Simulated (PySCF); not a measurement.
**SMILES C(C)[C@H]1NC[C@@H]1C, C6H13N**

Geometry:
```
atom   x (Å)   y (Å)   z (Å)
  C1   2.378   0.549  -0.162
  C2   1.468  -0.654  -0.375
  C3   0.036  -0.234  -0.689
  N4  -0.919  -1.330  -0.902
  C5  -1.554  -1.098   0.398
  C6  -0.792   0.232   0.527
  C7  -1.625   1.478   0.301
  H8   2.012   1.167   0.654
  H9   2.416   1.160  -1.062
 H10   3.389   0.226   0.078
 H11   1.847  -1.255  -1.207
 H12   1.472  -1.282   0.520
 H13   0.035   0.459  -1.538
 H14  -0.510  -2.247  -1.042
 H15  -1.307  -1.827   1.177
 H16  -2.641  -1.019   0.318
 H17  -0.213   0.327   1.448
 H18  -2.208   1.375  -0.612
 H19  -0.982   2.350   0.209
 H20  -2.306   1.635   1.135
```

Method: TDDFT PBE0/def2-SVPD circular dichroism and optical rotation, one conformer, gas phase (PySCF). Geometry: GFN2-xTB.

The molecule is flexible and this is one conformer; a measurement averages over conformers. States above about 6.3 eV (minus the energy of the highest occupied orbital) lie near or above the ionisation threshold and depend on the basis.

Problem. Draw the ECD and absorption spectra from the lowest 8 states, each a Gaussian of half-width 0.2 eV at 1/e height.

Solution. 
| E (eV) | λ (nm) | Δε (L mol⁻¹ cm⁻¹) | ε (L mol⁻¹ cm⁻¹) |
| --- | --- | --- | --- |
| 5.41 | 229 | -0.02 | 0.297 |
| 5.56 | 223 | -0.38 | 7.2 |
| 5.71 | 217 | -2.99 | 56.7 |
| 5.86 | 212 | -7.63 | 148 |
| 6.01 | 206 | -6.34 | 178 |
| 6.16 | 201 | -2.01 | 338 |
| 6.31 | 197 | -2.30 | 630 |
| 6.46 | 192 | -3.85 | 790 |
| 6.61 | 188 | -0.97 | 756 |
| 6.76 | 184 | +0.79 | 353 |
| 6.91 | 180 | +0.13 | 69.7 |
| 7.06 | 176 | -1.28 | 110 |
| 7.21 | 172 | -5.17 | 457 |
| 7.36 | 169 | -7.68 | 876 |
| 7.51 | 165 | -3.57 | 910 |
| 7.66 | 162 | +0.62 | 765 |

Δε uses R in velocity form, ε uses f in length form. Only the states computed contribute, so the short-wavelength end is incomplete.
